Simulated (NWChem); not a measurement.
The numbers come from NWChem runs, not from measurements. System: AgI, charge 0, spin multiplicity 1, at a geometry optimised with PBE/def2-SVP with def2 effective core potentials on Ag, I. The structure started from a generated list of species. Level: RHF/def2-SVP with def2 effective core potentials on Ag, I.

Job file:

```
start mol
memory heap 200 mb stack 900 mb global 1100 mb
geometry units angstroms nocenter noautoz
  Ag     0.000000     0.000000    -1.370041
  I      0.000000     0.000000     1.214942
  symmetry group C2v
end
basis spherical
  * library def2-svp
end
ecp
  Ag library def2-ecp
  I library def2-ecp
end
scf
  rhf
  nopen 0
  maxiter 100
  thresh 1e-7
  semidirect memsize 60000000 filesize 0
end
task scf energy
```

Part of the output:

```
             Northwest Computational Chemistry Package (NWChem) 7.3.0
             --------------------------------------------------------

                                NWChem Input Module
                                -------------------

 Scaling coordinates for geometry "geometry" by  1.889725989
 (inverse scale =  0.529177249)

 Turning off AUTOSYM since
 SYMMETRY directive was detected!

                             Geometry "geometry" -> ""
                             -------------------------

 Output coordinates in angstroms (scale by  1.889725989 to convert to a.u.)

  No.       Tag          Charge          X              Y              Z
 ---- ---------------- ---------- -------------- -------------- --------------
    1 Ag                  47.0000     0.00000000     0.00000000    -1.37004100
    2 I                   53.0000     0.00000000     0.00000000     1.21494200

 Effective nuclear repulsion energy (a.u.)     509.9377935013

            Nuclear Dipole moment (a.u.)
            ----------------------------
        X                 Y               Z
 ---------------- ---------------- ----------------
     0.0000000000     0.0000000000    -0.0000018897

      Symmetry information
      --------------------

 Group name             C2v
 Group number             16
 Group order               4
 No. of unique centers     2

      Symmetry unique atoms

     1    2


 Summary of "ao basis" -> "" (spherical)
 ------------------------------------------------------------------------------
       Tag                 Description            Shells   Functions and Types
 ---------------- ------------------------------  ------  ---------------------
 *                          def2-svp                  on all atoms

 Summary of "ao basis" -> "ao basis" (spherical)
 ------------------------------------------------------------------------------
       Tag                 Description            Shells   Functions and Types
 ---------------- ------------------------------  ------  ---------------------
 Ag                         def2-svp                11       31   5s3p2d1f
 I                          def2-svp                10       26   4s4p2d

                                 NWChem SCF Module
                                 -----------------

  ao basis        = "ao basis"
  functions       =    57
  atoms           =     2
  closed shells   =    22
  open shells     =     0
  charge          =   0.00
  wavefunction    = RHF
  use symmetry    = T
  symmetry adapt  = T

 Summary of "ao basis" -> "ao basis" (spherical)
 ------------------------------------------------------------------------------
       Tag                 Description            Shells   Functions and Types
 ---------------- ------------------------------  ------  ---------------------
 Ag                         def2-svp                11       31   5s3p2d1f
 I                          def2-svp                10       26   4s4p2d

      Symmetry analysis of basis
      --------------------------

        a1         26
        a2          5
        b1         13
        b2         13

 Forming initial guess at       0.1s

      Superposition of Atomic Density Guess
      -------------------------------------

 Sum of atomic energies:        -514.78365987

      Non-variational initial energy
      ------------------------------

 Total energy =    -442.470859
 1-e energy   =    -970.156396
 2-e energy   =     430.447299
 HOMO         =      -0.351731
 LUMO         =      -0.157980
[...]
 Convergence threshold     :          1.000E-07
 Maximum no. of iterations :          100
 Final Fock-matrix accuracy:          1.000E-09
 ----------------------------------------------

              iter       energy          gnorm     gmax       time
             ----- ------------------- --------- --------- --------
                 1     -442.7519572672  7.93D-01  2.33D-01      0.4
                 2     -442.7924419052  1.39D-01  5.17D-02      0.4
                 3     -442.7979183209  1.23D-02  3.80D-03      0.5
                 4     -442.7979336792  1.10D-04  4.96D-05      0.5
                 5     -442.7979336825  8.95D-09  2.65D-09      0.5

       Final RHF  results
       ------------------

         Total SCF energy =   -442.797933682510
      One-electron energy =   -974.289753928944
      Two-electron energy =    434.253581822871
 Nuclear repulsion energy =     97.238238423563

        Time for solution =      0.1s

       Symmetry analysis of molecular orbitals - final
       -----------------------------------------------

  Numbering of irreducible representations:

     1 a1          2 a2          3 b1          4 b2

  Orbital symmetries:

     1 a1          2 a1          3 b1          4 b2          5 a1
     6 a1          7 b1          8 b2          9 a1         10 b2
    11 b1         12 a2         13 a1         14 a1         15 a1
    16 b2         17 b1         18 a1         19 a2         20 a1
    21 b2         22 b1         23 a1         24 b2         25 b1
    26 a1         27 a1         28 a1         29 b1         30 b2
    31 a1         32 b2

             Final eigenvalues
             -----------------

              1
    1   -7.6746
    2   -5.5270
    3   -5.5210
    4   -5.5210
    5   -4.3864
    6   -2.8392
    7   -2.8355
    8   -2.8355
    9   -2.2213
   10   -2.2188
   11   -2.2188
   12   -2.2129
   13   -2.2129
   14   -0.8276
   15   -0.5709
   16   -0.5707
   17   -0.5707
   18   -0.5641
   19   -0.5641
   20   -0.3515
   21   -0.3233
   22   -0.3233
   23   -0.0194
   24    0.0616
   25    0.0616
   26    0.1151
   27    0.1805
   28    0.4391
   29    0.4425
   30    0.4425
   31    0.5241
   32    0.5372

                       ROHF Final Molecular Orbital Analysis
                       -------------------------------------

 Vector   20  Occ=2.000000D+00  E=-3.514986D-01  Symmetry=a1
              MO Center=  3.8D-16, -1.5D-15,  7.4D-01, r^2= 2.9D+00
   Bfn.  Coefficient  Atom+Function         Bfn.  Coefficient  Atom+Function
  ----- ------------  ---------------      ----- ------------  ---------------
    44      0.507622  2 I  pz                47      0.465630  2 I  pz
     4     -0.289783  1 Ag s                 17      0.212618  1 Ag d  0
    41     -0.210935  2 I  pz                 2      0.185518  1 Ag s
    38     -0.173077  2 I  pz

 Vector   21  Occ=2.000000D+00  E=-3.233171D-01  Symmetry=b2
              MO Center= -8.0D-32, -1.7D-16,  1.1D+00, r^2= 2.3D+00
   Bfn.  Coefficient  Atom+Function         Bfn.  Coefficient  Atom+Function
  ----- ------------  ---------------      ----- ------------  ---------------
    43      0.569792  2 I  py                46      0.562865  2 I  py
    40     -0.235933  2 I  py                37     -0.192539  2 I  py

 Vector   22  Occ=2.000000D+00  E=-3.233171D-01  Symmetry=b1
              MO Center= -1.1D-16, -1.6D-31,  1.1D+00, r^2= 2.3D+00
   Bfn.  Coefficient  Atom+Function         Bfn.  Coefficient  Atom+Function
  ----- ------------  ---------------      ----- ------------  ---------------
    42      0.569792  2 I  px                45      0.562865  2 I  px
    39     -0.235933  2 I  px                36     -0.192539  2 I  px

 Vector   23  Occ=0.000000D+00  E=-1.939118D-02  Symmetry=a1
              MO Center= -3.7D-15,  1.6D-15, -2.3D+00, r^2= 5.4D+00
   Bfn.  Coefficient  Atom+Function         Bfn.  Coefficient  Atom+Function
  ----- ------------  ---------------      ----- ------------  ---------------
     5      0.812283  1 Ag s                 14     -0.432717  1 Ag pz
    47      0.250203  2 I  pz                 2     -0.198013  1 Ag s
    44      0.155872  2 I  pz

 Vector   24  Occ=0.000000D+00  E= 6.158831D-02  Symmetry=b2
              MO Center=  4.2D-29, -3.0D-15, -1.5D+00, r^2= 8.5D+00
   Bfn.  Coefficient  Atom+Function         Bfn.  Coefficient  Atom+Function
  ----- ------------  ---------------      ----- ------------  ---------------
    13      1.036229  1 Ag py                46     -0.318986  2 I  py

 Vector   25  Occ=0.000000D+00  E= 6.158831D-02  Symmetry=b1
              MO Center=  3.8D-15, -7.1D-30, -1.5D+00, r^2= 8.5D+00
   Bfn.  Coefficient  Atom+Function         Bfn.  Coefficient  Atom+Function
  ----- ------------  ---------------      ----- ------------  ---------------
    12      1.036229  1 Ag px                45     -0.318986  2 I  px

 center of mass
 --------------
 x =   0.00000000 y =   0.00000000 z =   0.06233419

 moments of inertia (a.u.)
 ------------------
        1384.585324287045           0.000000000000           0.000000000000
           0.000000000000        1384.585324287045           0.000000000000
           0.000000000000           0.000000000000           0.000000000000

  Mulliken analysis of the total density
  --------------------------------------

    Atom       Charge   Shell Charges
 -----------   ------   -------------------------------------------------------
    1 Ag  19    18.53  -0.47  1.61  0.86  0.31  0.04  5.95  0.14  0.10  9.11  0.88  0.00
    2 I   25    25.47   1.83  0.22  1.19  0.73  2.93  3.13  2.54  2.90  9.82  0.19

       Multipole analysis of the density wrt the origin
       ------------------------------------------------

     L   x y z        total         open         nuclear
     -   - - -        -----         ----         -------
     0   0 0 0      0.000000      0.000000     44.000000

     1   1 0 0     -0.000000      0.000000      0.000000
     1   0 1 0      0.000000      0.000000      0.000000
     1   0 0 1     -2.708082      0.000000      8.206647

     2   2 0 0    -34.736292      0.000000      0.000000
     2   1 1 0      0.000000      0.000000      0.000000
     2   1 0 1      0.000000      0.000000      0.000000
     2   0 2 0    -34.736292      0.000000      0.000000
     2   0 1 1     -0.000000      0.000000      0.000000
     2   0 0 2    -28.887003      0.000000    259.135482

 Task  times  cpu:        0.5s     wall:        0.5s

 Total times  cpu:        0.5s     wall:        0.5s
```
